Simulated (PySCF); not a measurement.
# Electronic structure of Co²⁺ (cobalt, charge +2) at the LDA level

Configuration: [Ar] 3d7, high-spin 4F determinant. Calculation: PySCF 2.14, in def2-SVP; no relativity, point nucleus.

| Property | Result |
| --- | --- |
| Total energy | -1378.993 hartree |
| One-electron energy | -1893.794 hartree |
| Hartree (Coulomb) energy | 570.998 hartree |
| Exchange-correlation energy | -56.197 hartree |
| Kinetic energy | 1379.10916 hartree |
| ⟨S²⟩ | 3.7508 |
| ⟨L²⟩ | 12.004 |
| Sum of ⟨r⟩ | 15.54 bohr |
| Sum of ⟨r²⟩ | 15.83 bohr² |
| Density at the nucleus (Gaussians lack the cusp) | 12600 bohr⁻³ |
| Spin density at the nucleus | 0.114 bohr⁻³ |
| Langevin diamagnetic susceptibility | -12.5 ×10⁻⁶ cm³/mol |
| Time after the integrals | 0.21 s of wall time on 1 thread of Neoverse-V2 (shared host) |

| shell | electrons | mean orbital energy (hartree) | spread (hartree) | rms radius, mean of both spins (bohr) |
| --- | --- | --- | --- | --- |
| 1s α | 1 | -276.30193 | 0 | 0.0659 |
| 1s β | 1 | -276.30084 | 0 | 0.0659 |
| 2s α | 1 | -33.10748 | 0 | 0.281 |
| 2s β | 1 | -33.04747 | 0 | 0.281 |
| 2p α | 3 | -28.88731 | 0 | 0.250 |
| 2p β | 3 | -28.84136 | 0 | 0.250 |
| 3s α | 1 | -4.39529 | 0 | 0.843 |
| 3s β | 1 | -4.27394 | 0 | 0.843 |
| 3p α | 3 | -3.13168 | 0 | 0.895 |
| 3p β | 3 | -3.01287 | 0 | 0.895 |
| 3d α | 5 | -1.05023 | 0.03685 | 1.14 |
| 3d β | 2 | -0.95237 | 0 | 1.14 |
